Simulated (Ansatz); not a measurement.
Gas-phase electronic energies from Ansatz, PBE0-D4/def2-TZVP geometries. CCSD(T)/CBS is the MP2 limit (def2-TZVPP, def2-QZVPP) plus CCSD(T) − MP2 in def2-TZVPP, frozen cores. This one scheme is used for every species. Functionals use def2-TZVPP. Each species was taken in one conformer, which may not be the lowest.

Consider the hydrogenolysis of a B–F bond: `NB1[SiH2]B1F` + H₂ → `NB1B[SiH2]1` + H–F.

| level | ΔE (kcal/mol) |
| --- | --- |
| r2SCAN-D4 | 11.1 |
| B97M-V | 11.3 |
| r2SCAN | 11.1 |
| MP2/def2-TZVPP | 6.4 |

Q: What does CCSD(T)/CBS give? (Best estimate.)

A: The calculation gave: +7.3 kcal/mol. The listed levels differ from it by 3.8, 4.0, 3.8, -0.9 kcal/mol.

Largest T1 diagnostic among the species: 0.016.

From PBE to PBE0 (25 % exact exchange), in def2-TZVPP and without D4, ΔE moves by −1.7 kcal/mol. Leaving LDA and LC-ωPBE aside and taking each functional with its dispersion term where it has one, the values, not all of them listed here, spread over 3.5 kcal/mol, from PBE-QIDH to B97M-V. LDA lies +0.9 kcal/mol from PBE without D4.
